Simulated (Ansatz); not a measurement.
The multiplicity is imposed and other spin states were not computed.

Species: [Cu(H2O)(H)] (charge 0, multiplicity 1), formula H3CuO.

Question: How many basis functions does frozen-core CCSD(T)/def2-TZVPP // TPSS-D3(BJ)/def2-SVP run with Ansatz (a first-principles code) use, how many core orbitals are frozen, and how many electrons are correlated?

Answer: 137 basis functions and 6 frozen orbitals, which leaves 28 correlated electrons. Core time is of the order of seconds.
